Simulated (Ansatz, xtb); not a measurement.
# Relaxing a trial structure of C2H5AlF

The starting geometry of this gas-phase doublet was built from a drawn formula by distance geometry and a force field; its bonds are those of `[CH2][C@H](F)[AlH2]`.

```yaml
atoms:
  - { symbol: C, position_ang: [-2.0172, -0.6371, -0.2984] }
  - { symbol: C, position_ang: [-1.6507, -0.5303, -1.7302] }
  - { symbol: Al, position_ang: [0.2472, -0.0712, -2.0258] }
  - { symbol: F, position_ang: [-1.8546, -1.8218, -2.3230] }
  - { symbol: H, position_ang: [-1.3814, -1.3850, 0.2337] }
  - { symbol: H, position_ang: [-1.9207, 0.3623, 0.1358] }
  - { symbol: H, position_ang: [-2.3061, 0.1812, -2.2838] }
  - { symbol: H, position_ang: [0.8478, -0.1920, -3.4659] }
  - { symbol: H, position_ang: [0.7313, 1.2236, -1.2098] }
```

**Question.** Where would you expect an optimisation with r2SCAN-D4/def2-SVP to take it?

**Answer.** A new bond forms, giving a structure given below by its coordinates. Distances that change by over a tenth: C2–Al3 (1.97 → 2.24 Å). Contacts that close: C1–Al3 (2.90 → 2.05 Å).

The energy falls by 1.28 eV over 16 steps:

```tsv
step	E − E(last) (eV)
1	1.283
3	0.729
4	0.672
6	0.556
8	0.316
9	0.125
11	0.041
13	0.001
14	0.000
16	0.000
```

Final geometry (Å):

```yaml
atoms:
  - { symbol: C, position_ang: [-1.3311, -0.6065, -0.5594] }
  - { symbol: C, position_ang: [-1.9794, -0.4605, -1.8304] }
  - { symbol: Al, position_ang: [0.1761, 0.1356, -1.7306] }
  - { symbol: F, position_ang: [-2.2109, -1.5598, -2.5737] }
  - { symbol: H, position_ang: [-1.1572, -1.6382, -0.2303] }
  - { symbol: H, position_ang: [-1.6308, 0.1011, 0.2239] }
  - { symbol: H, position_ang: [-2.6271, 0.3838, -2.1005] }
  - { symbol: H, position_ang: [1.0936, -0.9357, -2.4482] }
  - { symbol: H, position_ang: [0.3623, 1.7099, -1.7181] }
```

From the same start GFN2-xTB reaches the same bonding as this run.

No frequencies were run, so the end isn't proven a minimum. Open shells are spin-unrestricted. Run with Ansatz 0.2.0, 75 s on 2 threads of Arm Neoverse V2, with other jobs on the host.
